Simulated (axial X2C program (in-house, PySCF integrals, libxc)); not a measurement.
Spin–orbit effects down a group: molecules with Cs, HF

Calculated with an in-house all-electron X2C program for linear molecules (integrals from PySCF), spin-free (one-electron X2C) or two-component (2c: spin–orbit coupling with atomic mean-field Coulomb and Gaunt terms, which also bring small scalar terms), in Dyall basis sets with cores contracted in-house; open shells are unrestricted.

Basis sets: C dyall-v3z, Cs dyall-cv3z, Ge dyall-cv3z, Si dyall-v3z.

```tsv
molecule	spin-free state	Re (Å)	ωe (cm⁻¹)	De (eV)	2c state	Re 2c (Å)	ωe 2c (cm⁻¹)	De 2c (eV)
CsC	M_S = 3/2, Λ = 0	2.835	297.0	1.61	Ω = 3/2	2.834	297.2	1.61
CsSi	M_S = 3/2, Λ = 0	3.434	153.5	1.27	Ω = 3/2	3.434	153.6	1.27
CsGe	M_S = 3/2, Λ = 0	3.473	104.4	1.22	Ω = 3/2	3.473	104.4	n/a
```

Q: Work out the shifts from the spin-free to the two-component result.

A: 

| molecule | 2c state | ΔRe (Å) | Δωe (cm⁻¹) | ΔDe (eV) |
| --- | --- | --- | --- | --- |
| CsC | Ω = 3/2 | -0.001 | 0.2 | 0.00 |
| CsSi | Ω = 3/2 | 0.000 | 0.1 | 0.00 |
| CsGe | Ω = 3/2 | 0.000 | 0.0 | n/a |

Shifts of one unit in the last digit are rounding.

Each entry is the lowest single determinant of a limited PBE0 search at one distance. De goes to single-determinant-based atoms at the same level (for ions the charge split of lowest energy) and is withheld (n/a) where an atom does not fit its ground term or J level. Main or longest-lived isotopes. One determinant is a doubtful description, or other states lie close, for CsC, CsSi, CsGe; these need not be ground states, and all values refer to the states named. With several unpaired electrons the Ω given is that of one determinant, not necessarily of the lowest component. Some light 2c atoms are not at their ground J level, so De misses part of their lowering (0.04 eV or less).
